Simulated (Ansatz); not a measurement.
Reaction (homolysis of the B–N bond): `CN(C)BO` → `[BH]O`• + `C[N]C`•

Gas-phase electronic energies from Ansatz, PBE0-D4/def2-TZVP geometries. CCSD(T)/CBS adds triple-zeta CCSD(T) − MP2 to the extrapolated MP2 energy (def2 sets, frozen cores). This one scheme is used for every species. DFT in def2-TZVPP. B3LYP here is the variant with VWN-RPA as its local correlation; programs differ in this. No spin–orbit coupling; open shells (•) take unrestricted orbitals. One conformer a species, not always the lowest.

`CN(C)BO`:

```xyz
13

C     0.620    0.722   -1.041
N     0.042    0.053    0.097
C     0.458    0.579    1.370
B    -0.848   -1.019   -0.019
O    -1.203   -1.473   -1.268
H     1.715    0.652   -1.024
H     0.257    0.269   -1.963
H     0.356    1.787   -1.047
H     1.546    0.506    1.495
H    -0.019    0.023    2.177
H     0.186    1.637    1.471
H    -1.291   -1.530    0.975
H    -1.816   -2.207   -1.224
```

`[BH]O`•:

Z-matrix (Å, degrees):
```
B
O 1 1.333
H 1 1.201 2 121.0
H 2 0.961 1 114.6 3 -180.0
```

`C[N]C`•:

Cartesian coordinates in Å:
```
C -0.069 -0.521 -1.060
N -0.183 0.743 -0.407
C 0.040 0.634 0.998
H 0.928 -0.964 -0.902
H -0.240 -0.420 -2.133
H -0.792 -1.246 -0.654
H 1.046 0.237 1.212
H -0.061 1.606 1.483
H -0.670 -0.069 1.463
```

| level | ΔE (kJ/mol) |
| --- | --- |
| B3LYP | 502.5 |
| r2SCANh | 501.2 |
| HF/def2-TZVPP | 403.3 |
| MP2/def2-TZVPP | 560.8 |
| SCS-MP2/def2-TZVPP | 549.9 |
| CCSD(T)/def2-TZVPP | 532.3 |
| MP2/CBS(def2) | 571.1 |
| CCSD/CBS(def2) | 532.8 |

What does CCSD(T)/CBS give? (Best estimate.)

Computed: +542.6 kJ/mol. The listed levels differ from it by -40.1, -41.4, -139.3, 18.2, 7.3, -10.3, 28.5, -9.8 kJ/mol.

Largest T1 diagnostic among the species: 0.016.

From PBE to PBE0 (25 % exact exchange), in def2-TZVPP and without D4, ΔE moves by +3.4 kJ/mol. Leaving LDA and LC-ωPBE aside and taking each functional with its dispersion term where it has one, the values, not all of them listed here, spread over 37.9 kJ/mol, from r2SCAN-D4 to ωB97M-V. LDA lies +84.8 kJ/mol from PBE without D4, its usual overbinding. The D4 term adds +13.3 kJ/mol with B3LYP and +7.3 kJ/mol with PBE0; it sums over pairs of atoms, weighted by their polarisabilities, and B3LYP, whose exchange is more repulsive, gets the larger term.

CCSD(T)/CBS has its own doubt, a few kJ/mol and more with outer-core shells, so smaller differences from it don't rank the levels.
